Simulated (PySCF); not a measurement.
SMILES C[OH+]C=O (charge +1) at its CAM-B3LYP/def2-SVP optimised geometry (Å):

```
9

C     -0.3093    -1.4948    -0.0705
O      0.3960    -0.1975     0.0000
C     -0.2105     1.1747     0.0000
O      0.5086     2.0780     0.0244
H     -1.3790    -1.2594    -0.0391
H     -0.0340    -1.9730    -1.0170
H     -0.0091    -2.0780     0.8070
H      1.3790    -0.1975     0.0000
H     -1.3078     1.0539    -0.0240
```

Level of theory: CAM-B3LYP/def2-TZVP (PySCF). Cells within 0.4 Å of a nucleus heavier than hydrogen are left out (blank, or x).

Map of the deformation density (molecule minus spherical neutral atoms) (e/bohr³) on the plane z = 0.0 Å:

```
|11111111111111111111111111111|
|11111111111111111111111111111|
|11111111111111111111111111111|
|11111111111111111111111111111|
|11111111111111111111111111111|
|11111111111111121111111111111|
|11111111111111244211111111111|
|111111111111113xx421111111111|
|111111111111026xx521111111111|
|11111111111212984221111111111|
|1111111111466xx52111111111111|
|1111111111688xx00111111111111|
|11111111112321220011111111111|
|11111111111111430110111111111|
|111111111111001xx530011111111|
|111111111111000xx640011111111|
|11111111111111420110011111111|
|11111111113420221111111111111|
|111111111288xxx00111111111111|
|111111111145xxx11111111111111|
|11111111111102421111111111111|
|11111111111101211111111111111|
|11111111111111111111111111111|
|11111111111111111111111111111|
|11111111111111111111111111111|
|11111111111111111111111111111|
|11111111111111111111111111111|
|11111111111111111111111111111|
|11111111111111111111111111111|
```
Scale: ten equal steps from -0.032 (start of '0') to 0.137 (end of '9'), in the order '0123456789'; x runs from -4.50 to 4.50, y from -4.50 (bottom) to 4.50 (top).
